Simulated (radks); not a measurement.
Species: Os II. Configuration: [Xe] 4f14 5d6 6s1. Method: Dirac Kohn-Sham, PBEsol, spin-unpolarised, spherical densities, finite nucleus; open shells are shared between the two j in proportion to 2j + 1; Fermi nuclear charge, rms radius 5.4126 fm; computed with a radial shooting solver on a logarithmic mesh with Libxc functionals.

Radial electron density D(r) = 4 pi r^2 rho(r):

```
   r/bohr * D(r) (the largest magnitude, 140, reaches the edge; | marks zero)
 0.003481 |                  *
  0.00402 |                     *
 0.004679 |                         *
 0.005448 |                             *
 0.006342 |                                 *
 0.007383 |                                    *
 0.008595 |                                       *
  0.01001 |                                         *
  0.01165 |                                          *
  0.01345 |                                          *
  0.01566 |                                        *
  0.01823 |                                       *
  0.02123 |                                     *
  0.02471 |                                     *
  0.02877 |                                       *
  0.03349 |                                          *
  0.03899 |                                               *
  0.04502 |                                                   *
  0.05241 |                                                      *
  0.06102 |                                                     *
  0.07104 |                                                 *
   0.0827 |                                            *
  0.09627 |                                          *
   0.1121 |                                            *
   0.1305 |                                                *
   0.1507 |                                                  *
   0.1754 |                                               *
   0.2042 |                                       *
   0.2377 |                              *
   0.2768 |                          *
   0.3222 |                            *
   0.3751 |                               *
   0.4367 |                              *
   0.5043 |                         *
   0.5871 |                  *
   0.6835 |            *
   0.7957 |         *
   0.9263 |       *
    1.078 |     *
    1.255 |    *
    1.461 |   *
    1.688 | *
    1.965 | *
    2.287 |*
    2.663 |*
      3.1 *
    3.609 *
    4.201 *
    4.891 *
    5.649 *
    6.576 *
    7.656 *
```

D(r) has 4 maxima, at r = 0.0121, 0.0546, 0.152, 0.400 bohr, and minima at 0.0236, 0.0978, 0.283 bohr, inside which lie 2.02, 11.07, 30.00 electrons.
